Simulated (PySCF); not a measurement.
# Solvent effects on NMR parameters

Mapped SMILES: `[N:1]#[C:2][CH2:3][O:4]/[C:5](=[CH:6]\[F:7])[CH2:8][Cl:9]`. Each H is labelled by its parent atom.

GIAO PBE0/pcSseg-1 in PySCF 2.14 on one PBE0-D3(BJ)/def2-SVP conformer, non-relativistic, equivalent nuclei averaged. Solvents enter as an IEF-PCM continuum (dichloromethane with ε = 8.9, acetone with ε = 20.5) around the gas-phase geometry. Shifts are referred to TMS, CFCl3 computed in the same medium.

In dichloromethane, δ in ppm: C5 144.7, C6 144.2, C2 125.0, C3 58.0, C8 48.8, F7 -158.2, H(C6) 6.84, H(C3) 4.90, H(C8) 3.97. Dipole moment 6.10 D.

Question: How does each δ change in the more polar medium?

Answer: 
```csv
atoms,environment,"Δδ, acetone"
C5,alkene carbon bearing oxygen,0.0
C6,β carbon of an enol-ether or enamine type C=C,+0.4
C2,nitrile carbon,+0.6
C3,"sp3 CH2 bonded to O, α to a nitrile",+0.2
C8,allylic sp3 CH2 bonded to Cl,+0.2
F7,vinylic fluorine,+0.5
H(C6),hydrogen on a β carbon of an enol-ether or enamine type C=C,+0.04
H(C3),"hydrogen on an sp3 CH2 bonded to O, α to a nitrile",+0.04
H(C8),hydrogen on an allylic sp3 CH2 bonded to Cl,+0.03
```

Changes are relative to dichloromethane. The dipole moment becomes 6.25 D in acetone.

Question: Which nuclei move most (in ppm), and what does the model miss?

Answer: C2 (nitrile carbon, +0.6 ppm) in acetone. A continuum only polarises the solute; specific hydrogen bonds, the anisotropy of aromatic solvents and changes of geometry or conformer are outside it.
